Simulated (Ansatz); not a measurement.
Ag4O⁻. Total charge -1; doublet. Geometry PBE-D4/def2-SVPD, basis def2-TZVPD, Ansatz.

Cartesian coordinates in Å:
```
O -0.311 0.628 2.091
Ag -0.616 -0.940 -1.393
Ag 0.809 0.650 0.345
Ag -1.657 -0.618 1.103
Ag 1.775 0.279 -2.147
```

```csv
run,HOMO (eV),LUMO (eV)
A,-0.23,0.29
B,-0.39,0.53
C,-1.06,2.00
D,-1.66,1.89
E,-0.48,-0.07
F,-0.76,1.18
```

In the def2 sets Ag takes a core potential; there is no spin–orbit coupling. The structure comes from a short search, and lower isomers may exist.

HOMO and LUMO are taken over both spins.

Task: The runs used BHLYP, CAM-B3LYP, LDA (SPW92), PBE, PBE0, r2SCAN. Estimate which is which.

Result: A PBE (0 % exact exchange); B r2SCAN (0 % exact exchange); C BHLYP (50 % exact exchange); D CAM-B3LYP (range-separated); E LDA (SPW92) (0 % exact exchange); F PBE0 (25 % exact exchange). Exact exchange lowers occupied and raises empty levels; among semilocal functionals meta-GGAs tend to open the gap a little, and such runs are hard to tell apart. The gap grows from 0.40 eV (LDA (SPW92)) to 3.55 eV (CAM-B3LYP).
